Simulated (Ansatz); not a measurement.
Computed with Ansatz on PBE0-D4/def2-TZVP structures; ΔE is electronic, products minus reactants. CCSD(T)/CBS adds triple-zeta CCSD(T) − MP2 to the extrapolated MP2 energy (def2 sets, frozen cores). This one scheme is used for every species. Functionals use def2-TZVPP. HSE06 is defined as in plane-wave codes. Each species was taken in one conformer, which may not be the lowest.

Reaction (formal exchange of groups at a B–N bond): `B[NH][AlH2]` + `OBS` → `BB(O)S` + `[NH2][AlH2]`

```json
{"species": "`B[NH][AlH2]`", "HSE06-D4 energy (Eh)": "-324.88854"}
{"species": "`OBS`", "HSE06-D4 energy (Eh)": "-499.93326"}
{"species": "`BB(O)S`", "HSE06-D4 energy (Eh)": "-525.31705"}
{"species": "`[NH2][AlH2]`", "HSE06-D4 energy (Eh)": "-299.44776"}
```

Question: Work out ΔE.

Answer: ΔE = (-525.31705) + (-299.44776) − (-324.88854) − (-499.93326) = 0.05699 Eh = +149.6 kJ/mol. CCSD(T)/CBS gives +153.2 kJ/mol.

Largest T1 diagnostic among the species: 0.014.

From r2SCAN to r2SCAN0 (25 % exact exchange), in def2-TZVPP and without D4, ΔE moves by +3.0 kJ/mol. At CCSD(T), def2-SVP lies +20.1 kJ/mol from the extrapolated value and def2-TZVPP +2.7 kJ/mol.
